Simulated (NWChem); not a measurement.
Species: CAgFO; SMILES [O+]#[C-]->[Ag][F]

```xyz
4

Ag     0.0014     0.2800     0.0000
F     -0.0065     2.2105     0.0000
O     -0.0045    -2.8034     0.0000
C      0.0009    -1.6755     0.0000
```
Atoms are numbered in this order, from 1.

Structure relaxed at the PBE0/def2-SVP level. Not confirmed as a minimum by frequencies. def2 effective core potentials on Ag; no spin-orbit coupling.

### Question
List the 4 lowest vertical singlet excitations from PBE0/def2-SVPD with def2 effective core potentials on Ag, TDA (NWChem).

### Answer
```tsv
state	energy (eV)	oscillator strength	leading excitation (squared amplitude)
S1	4.44	0.031	HOMO → LUMO+1 (0.99)
S2	4.44	0.031	HOMO → LUMO (0.99)
S3	4.72	0.000	HOMO−1 → LUMO (0.49)
S4	4.78	0.000	HOMO−2 → LUMO (0.49)
```
